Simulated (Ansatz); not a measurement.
Isolated molecules relaxed with PBE0-D4/def2-TZVP in Ansatz; ΔE leaves out vibrations. CBS: MP2 limit from def2 TZ/QZ plus the TZ coupled-cluster correction, frozen cores. This one scheme is used for every species. Functionals use def2-TZVPP. B3LYP here is the variant with VWN-RPA as its local correlation; programs differ in this. HSE06 is defined as in plane-wave codes. For Ge outer-core shells are correlated without core-valence functions, which leaves a few kJ/mol of doubt a bond. Scalar relativity is left out up to krypton. One conformer a species, not always the lowest.

Reaction (formal exchange of groups at the Si–Ge bond): `[SiH3][GeH2][SH]` + `C=N` → `N=C[SiH3]` + `[SH][GeH3]`

`[SiH3][GeH2][SH]`:

Z-matrix (Å, degrees):
```
Si
Ge 1 2.379
H 1 1.487 2 109.2
H 1 1.485 2 109.7 3 119.8
H 1 1.485 2 109.7 3 -119.8
S 2 2.232 1 106.0 3 -179.5
H 2 1.541 1 111.9 3 -60.4
H 2 1.541 1 111.9 3 61.4
H 6 1.343 2 95.1 1 -179.7
```

`C=N`:

Cartesian coordinates in Å:
```
C 0.312 -0.233 0.023
N -0.290 0.794 -0.391
H -0.124 -0.992 0.683
H 1.346 -0.398 -0.287
H -1.244 0.829 -0.029
```

`N=C[SiH3]`:

```xyz
8

N    -0.235    0.490    1.624
C     0.465    0.182    0.611
Si   -0.387   -0.301   -1.004
H     0.352    0.729    2.427
H     1.567    0.187    0.639
H     0.042   -1.674   -1.384
H     0.054    0.628   -2.080
H    -1.857   -0.241   -0.832
```

`[SH][GeH3]`:

Cartesian coordinates in Å:
```
S -0.429 -1.434 0.851
Ge -0.009 0.313 -0.460
H 0.225 -0.933 1.911
H 1.506 0.494 -0.642
H -0.618 1.590 0.137
H -0.676 -0.030 -1.797
```

```
             level  ΔE (kJ/mol)  difference from CCSD(T)/CBS
       LDA (SPW92)         33.5                         -0.1
            PBE-D4         38.3                          4.7
         revPBE-D4         36.4                          2.8
           BLYP-D4         32.8                         -0.8
         r2SCAN-D4         34.4                          0.8
            B97M-V         30.4                         -3.2
          B3LYP-D4         33.3                         -0.3
        r2SCANh-D4         34.9                          1.3
        r2SCAN0-D4         35.5                          1.9
          HSE06-D4         38.5                          4.9
          BHLYP-D4         33.4                         -0.2
      CAM-B3LYP-D4         29.3                         -4.3
           ωB97X-V         31.3                         -2.3
           ωB97M-V         29.9                         -3.7
            B2PLYP         30.5                         -3.1
          PBE-QIDH         34.8                          1.2
               PBE         36.6                          3.0
            revPBE         36.8                          3.2
              BLYP         30.1                         -3.5
            r2SCAN         33.9                          0.3
              PBE0         36.6                          3.0
           r2SCANh         34.3                          0.7
           r2SCAN0         34.7                          1.1
             HSE06         36.7                          3.1
             BHLYP         29.0                         -4.6
         CAM-B3LYP         27.2                         -6.4
           LC-ωPBE         32.1                         -1.5
RPA@PBE/def2-TZVPP         31.3                         -2.3
       HF/def2-SVP         24.4                         -9.2
      MP2/def2-SVP         27.9                         -5.7
     CCSD/def2-SVP         29.0                         -4.6
     HF/def2-TZVPP         25.4                         -8.2
    MP2/def2-TZVPP         32.0                         -1.6
SCS-MP2/def2-TZVPP         29.1                         -4.5
   CCSD/def2-TZVPP         32.6                         -1.0
     HF/def2-QZVPP         24.2                         -9.4
    MP2/def2-QZVPP         31.9                         -1.7
SCS-MP2/def2-QZVPP         28.7                         -4.9
      HF/CBS(def2)         24.0                         -9.6
     MP2/CBS(def2)         32.6                         -1.0
       CCSD(T)/CBS         33.6                            0
```

Largest T1 diagnostic among the species: 0.012.

In def2-TZVPP, CCSD(T) changes the Hartree–Fock value by +7.6 kJ/mol (the triples alone add +0.4 kJ/mol) and MP2 by +6.6 kJ/mol. Leaving LDA and LC-ωPBE aside and taking each functional with its dispersion term where it has one, the values spread over 9.2 kJ/mol, from CAM-B3LYP-D4 to HSE06-D4. LDA lies −3.0 kJ/mol from PBE without D4.
